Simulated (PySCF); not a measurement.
Isomers C5H9NOSi:

A. `InChI=1S/C5H9NOSi/c1-3-5(8-3)6-4(2)7/h5H,1,8H2,2H3,(H,6,7)/t5-/m0/s1`
B. SMILES C=C[Si@H](N=C)C(C)=O
C. `CO[C@@H]1C[C@@]1([SiH3])C#N`

Spectrum 1. ¹H NMR (300 MHz, computed): δ 8.83 (m, 1H), 8.82 (m, 1H), 6.54 (m, 1H), 6.46 (m, 1H), 6.04 (m, 1H), 4.93 (d, 1H), 2.58 (s, 3H). ¹³C{¹H} NMR (computed): δ 245.4 (C), 174.2 (CH2), 143.1 (CH2), 143.1 (CH), 38.4 (CH3).

Spectrum 2. ¹H NMR (300 MHz, computed): δ 6.89 (br s, 1H), 6.67 (br s, 1H), 4.57 (m, 1H), 3.86 (br, 1H), 3.56 (m, 1H), 3.26 (m, 1H), 1.88 (s, 3H). ¹³C{¹H} NMR (computed): δ 168.3 (C), 147.8 (C), 134.9 (CH2), 32.4 (CH), 24.4 (CH3).

Spectrum 3. ¹H NMR (300 MHz, computed): δ 4.12 (s, 3H), 3.57 (s, 3H), 3.49 (m, 1H), 1.33 (m, 1H), 0.99 (m, 1H). ¹³C{¹H} NMR (computed): δ 126.6 (C), 69.3 (CH), 61.2 (CH3), 21.3 (CH2), -2.0 (C).

- GIAO PBE0/pcSseg-1 shieldings
- coordinates at the GFN2-xTB level
- program: PySCF 2.14.0 with density-fitted response routines
- one computed conformer, in vacuum, rapidly exchanging positions averaged, non-relativistic Hamiltonian

δ = σ(ref) − σ, references computed at the same level: TMS for ¹H (σref 31.72) and ¹³C (σref 186.93). Where no couplings were computed, multiplicities follow the n + 1 count of equivalent neighbours, and m marks all less simple cases (inequivalent or close neighbours, rings, F or P nearby). Acid and N–H amide carbonyl carbons lie up to 10 ppm further downfield in solution (hydrogen bonding). Shifts are as computed. Against solution values, carbons near 30 ppm lie about +3 ppm off and those near 130 ppm about +5 ppm. Of 1211 compounds with measured shifts, 218 miss one by over three times the rms of a fit or turn the order of signals round; such compounds aren't used in these exercises. OH and NH positions are gas-phase values without hydrogen bonding to other molecules.

Question: Which spectrum belongs to which compound?

Answer: 1–B, 2–A, 3–C.

- Spectrum 1 (B): 5 ¹³C signals; δC 143.1 is a terminal =CH2 carbon; δC 143.1 is an alkene CH.
- Spectrum 2 (A): 5 ¹³C signals; δC 168.3 is an amide carbonyl carbon; δC 147.8 is a fully substituted alkene carbon.
- Spectrum 3 (C): 5 ¹³C signals; δC 126.6 is a nitrile carbon; δC 69.3 is a three-membered-ring carbon.
